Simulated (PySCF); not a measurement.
SnI, SMILES [Sn+][I] (connectivity only; charge and spin as stated), charge +1, multiplicity 1. Atoms are numbered in the order given.

```xyz
2

Sn     0.0000     0.0000    -1.3462
I      0.0000     0.0000     1.2700
```
Charge +1, spin multiplicity 1.

Geometry: B3LYP-D3(BJ)/def2-TZVP. The spin state was assumed, not searched. The def2 effective core potentials stand for the cores of I, Sn; spin–orbit coupling is left out.

Vertical ionisation energy (IE) and electron affinity (EA) in eV. Rows of orbital energies are one-electron estimates. Where ΔSCF, EOM or ADC give a negative EA the extra electron is unbound and the value depends on the basis.

```json
[
 {"level": "−ε(HOMO), −ε(LUMO), PBE0/def2-TZVPD (PySCF)", "IE": "13.37", "EA": "8.68"},
 {"level": "−ε(HOMO), −ε(LUMO), HF/def2-TZVPD (PySCF)", "IE": "[?]", "EA": "[?]"}
]
```

Problem. Complete the blanks. (Estimate from the structure and the level; the computed values follow.)

Solution. 
- −ε(HOMO), −ε(LUMO), HF/def2-TZVPD (PySCF), IE: 15.56
- −ε(HOMO), −ε(LUMO), HF/def2-TZVPD (PySCF), EA: 5.90
